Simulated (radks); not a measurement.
Values are calculated unless marked as measured or tabulated.
These are the eigenvalues of the occupied orbitals of an atom or ion with whole-number occupations (eV). Code: a radial shooting solver on a logarithmic mesh with Libxc functionals. Model: Dirac Kohn-Sham, BLYP, spin-unpolarised, spherical densities, finite nucleus; Fermi nuclear charge, rms radius of each element as measured or else 0.836 A^(1/3) + 0.57 fm.

orbital  eigenvalue
1s1/2     -9593.246
2s1/2     -1226.299
2p1/2     -1088.256
2p3/2     -1064.369
3s1/2     -194.4447
3p1/2     -150.4362
3p3/2     -147.2377
3d3/2      -73.5265
3d5/2      -73.0967

Which element is it, and in what charge state? The configuration may be excited. Open shells, if any, fill j = l - 1/2 first.

Answer. Z = 30, zinc, charge +4: Zn4+ in [Ar] 3d8. The list shows which subshells hold electrons but not how many an open one holds; the 1s level, -352.55 hartree, gives Z - s = 26.6 by -(Z - s)^2/2, which with screening and relativity narrows Z to a few neighbours, and the depths of the outer levels then fix element, charge and occupations together.
